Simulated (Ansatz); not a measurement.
Gas-phase reaction R1 → P1 + P2, each structure at its B3LYP-D3(BJ)/def2-TZVP stationary point, reached from a drawn start (curvature not checked).
R1: SiF4 (SMILES F[Si](F)(F)F), charge 0, multiplicity 1.
P1: F3Si (SMILES F[Si](F)F), charge 0, multiplicity 2.
P2: F atom, charge 0, multiplicity 2.

P less R. No zero-point or thermal terms; singlets are restricted closed shells; open shells are unrestricted; no spin–orbit coupling.

Cores are frozen in the correlated methods.

Run with Ansatz (a program for electronic structure). All values are computed, each at the level named.

```
level                 reaction energy (eV)
--------------------  --------------------
HF/cc-pV(T+d)Z                       5.556
SVWN5/def2-TZVPP                     7.969
revPBE/def2-TZVPP                    6.676
B3LYP/def2-TZVPP                     6.923
CAM-B3LYP/def2-TZVPP                 7.086
MP2/cc-pV(D+d)Z                      6.736
SCS-MP2/cc-pV(D+d)Z                  6.607
SCS-MP2/cc-pV(Q+d)Z                    [?]
CCSD/cc-pV(T+d)Z                       [?]
```

**Question.** Fill in the missing entries.

**Answer.** 
- SCS-MP2/cc-pV(Q+d)Z, reaction energy (eV): 7.389
- CCSD/cc-pV(T+d)Z, reaction energy (eV): 7.023
